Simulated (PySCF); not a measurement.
O2Si, triplet, geometry from GFN2-xTB (a higher spin typed on purpose: for a closed-shell molecule this is an excited state); PBE0/def2-SV(P) (PySCF).

Here is a job for PySCF.
```python
from pyscf import gto, scf, dft

mol = gto.Mole()
mol.atom = '''
    O    -1.25209476    0.43857993   -0.24641232
    Si   -0.03540361   -0.36887068    0.27017815
    O     1.31405109    0.20694376   -0.22639944
'''
mol.basis = 'def2-sv(p)'
mol.spin = 2
mol.verbose = 4
mol.build()

mf = dft.UKS(mol)
mf.xc = 'pbe0'
mf.kernel()
```

Question: Predict the main parts of the log of this PySCF run.

Answer: 
```
PySCF version 2.14.0

[INPUT] verbose = 4
[INPUT] num. atoms = 3
[INPUT] num. electrons = 30
[INPUT] charge = 0
[INPUT] spin (= nelec alpha-beta = 2S) = 2
[INPUT] symmetry False subgroup None
[INPUT] Mole.unit = angstrom
[INPUT] Symbol           X                Y                Z      unit          X                Y                Z       unit  Magmom
[INPUT]  1 O     -1.252094760000   0.438579930000  -0.246412320000 AA   -2.366116178403   0.828795951431  -0.465651798519 Bohr   0.0
[INPUT]  2 Si    -0.035403610000  -0.368870680000   0.270178150000 AA   -0.066903126721  -0.697064560582   0.510562708342 Bohr   0.0
[INPUT]  3 O      1.314051090000   0.206943760000  -0.226399440000 AA    2.483196673786   0.391067029588  -0.427832936355 Bohr   0.0

nuclear repulsion = 89.6714524175723
number of shells = 20
number of NR pGTOs = 84
number of NR cGTOs = 46
basis = def2-sv(p)
ecp = {}

******** <class 'pyscf.dft.uks.UKS'> ********
method = UKS
initial guess = minao
damping factor = 0
level_shift factor = 0
DIIS = <class 'pyscf.scf.diis.CDIIS'>
diis_start_cycle = 1
diis_space = 8
diis_damp = 0
SCF conv_tol = 1e-09
SCF conv_tol_grad = None
SCF max_cycles = 50
direct_scf = True
direct_scf_tol = 1e-13
number electrons alpha = 16  beta = 14
XC library pyscf.dft.libxc version 7.1.2
    S. Lehtola, C. Steigemann, M. J. T. Oliveira, and M. A. L. Marques,  SoftwareX 7, 1–5 (2018)
XC functionals = pbe0
    C. Adamo and V. Barone,  J. Chem. Phys. 110, 6158 (1999)
    M. Ernzerhof and G. E. Scuseria,  J. Chem. Phys. 110, 5029 (1999)
radial grids:
    Treutler-Ahlrichs [JCP 102, 346 (1995); DOI:10.1063/1.469408] (M4) radial grids

becke partition: Becke, JCP 88, 2547 (1988); DOI:10.1063/1.454033
pruning grids: <function nwchem_prune>
grids dens level: 3
symmetrized grids: False
atomic radii adjust function: <function treutler_atomic_radii_adjust>
small_rho_cutoff = 0
Set gradient conv threshold to 3.16228e-05
tot grids = 47344
init E= -439.555189574204

cycle= 1 E= -439.188622936472  delta_E= 0.367  |g|= 0.581  |ddm|= 1.63
cycle= 2 E= -438.713664847392  delta_E= 0.475  |g|= 1.18  |ddm|= 1.42
cycle= 3 E= -439.35235011384  delta_E= -0.639  |g|= 0.0261  |ddm|= 0.96
cycle= 4 E= -439.353236913847  delta_E= -0.000887  |g|= 0.0161  |ddm|= 0.0708
cycle= 5 E= -439.353477701308  delta_E= -0.000241  |g|= 0.00513  |ddm|= 0.0216
cycle= 6 E= -439.353553819087  delta_E= -7.61e-05  |g|= 0.00378  |ddm|= 0.0176
cycle= 7 E= -439.353564058749  delta_E= -1.02e-05  |g|= 0.00442  |ddm|= 0.00683
cycle= 8 E= -439.353585267042  delta_E= -2.12e-05  |g|= 0.00118  |ddm|= 0.008
cycle= 9 E= -439.353592365777  delta_E= -7.1e-06  |g|= 0.000313  |ddm|= 0.00809
cycle= 10 E= -439.35359289639  delta_E= -5.31e-07  |g|= 9.4e-05  |ddm|= 0.00236
cycle= 11 E= -439.353592915793  delta_E= -1.94e-08  |g|= 3.09e-05  |ddm|= 0.000315
cycle= 12 E= -439.353592917846  delta_E= -2.05e-09  |g|= 3.43e-06  |ddm|= 0.000145
cycle= 13 E= -439.353592917863  delta_E= -1.65e-11  |g|= 2.18e-06  |ddm|= 1.04e-05
Extra cycle  E= -439.353592917862  delta_E= 9.09e-13  |g|= 3.38e-06  |ddm|= 5.03e-06
converged SCF energy = -439.353592917862  <S^2> = 2.0125991  2S+1 = 3.0083877
```
